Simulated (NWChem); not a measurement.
# C2H4F2Ge; SMILES C=[CH][GeH]([F])[F]

```xyz
9

Ge    -0.0419     0.3957    -0.2702
F      1.5811     0.3715     0.3670
F     -0.9298     1.4445     0.8023
C     -0.7024    -1.4125    -0.1334
C      0.0723    -2.3677     0.3899
H     -0.0065     1.0962    -1.6457
H     -1.7078    -1.6374    -0.4850
H      1.0760    -2.1530     0.7481
H     -0.2658    -3.3985     0.4835
```
Atoms are numbered in this order, from 1.

All runs: NWChem. Pople sets run with spherical d functions. STO-3G and 3-21G are far too small for this property and stand as cheap habits. Structure relaxed at the B3LYP/6-31G* (spherical d) level. Field at 589 nm.

```tsv
level	isotropic polarisability (bohr³)	anisotropy (bohr³)	relative time
B3LYP/STO-3G	25.5	20.0	1
B3LYP/6-31G*	44.6	27.3	6
B3LYP/def2-SVP	45.2	27.8	5
B3LYP/def2-SVPD	54.9	24.3	20
```

Times are rough ratios from one shared machine.
